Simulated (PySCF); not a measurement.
**Electron correlation in Xe (xenon, neutral)**

[Kr] 4d10 5s2 5p5 6s1, high-spin 3P determinant (an excited configuration). Computed with PySCF 2.14 in aug-cc-pVTZ-PP with ECP28MDF (6s5p4d2f, 55 functions), with scalar relativity through the core potential. Frozen: 4s2 4p6 4d10; 8 electrons correlated.

```tsv
level	correlation energy (mhartree)
CCSD	-153.22
(T)	-5.53
CCSD(T)	-158.75
```

Diagnostics: T1 = 0.012, D1 = 0.0390, largest double amplitude 0.045.

Problem. Is a single reference adequate?

Solution. Yes, within this model without spin-orbit coupling: T1 lies below 0.03 and no double amplitude reaches 0.07.
